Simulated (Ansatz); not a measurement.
The cluster SnPt₂⁺, relaxed as a doublet with UKS r2SCAN-D4/def2-TZVP in Ansatz, starting from the GFN2-xTB geometry. Force threshold 0.02 eV/Å.

In the def2 sets Pt, Sn take a core potential; there is no spin–orbit coupling. Another isomer (doublet) lies 0.96 eV lower at PBE0-D4/def2-TZVP; other spin states weren't run for this one.

Start:

```xyz
3

Pt   -2.112   -1.421   -0.844
Pt    2.111    1.420    0.844
Sn    0.001    0.001    0.000
```

Estimate the energy that the relaxation releases and the steps that it takes.

1.03 eV, in 5 steps; 95 s on 4 threads of Arm Neoverse V2 on a shared host. No frequencies were taken in this run, so the end may be a saddle point.

Does the start keep its bonding and symmetry?

By distances, no bond broke or formed. The bond that changes most is Pt1–Sn3, from 2.68 to 2.38 Å (atoms count from 1). Point group D∞h at the start, D∞h at the end, both within 0.05 Å.

Predict the relaxed structure.


```xyz
3

Pt   -1.871   -1.259   -0.748
Pt    1.871    1.259    0.748
Sn    0.000    0.000    0.000
```
Bond lengths (bridged metal pairs left out): 2 × Pt–Sn 2.38 Å.
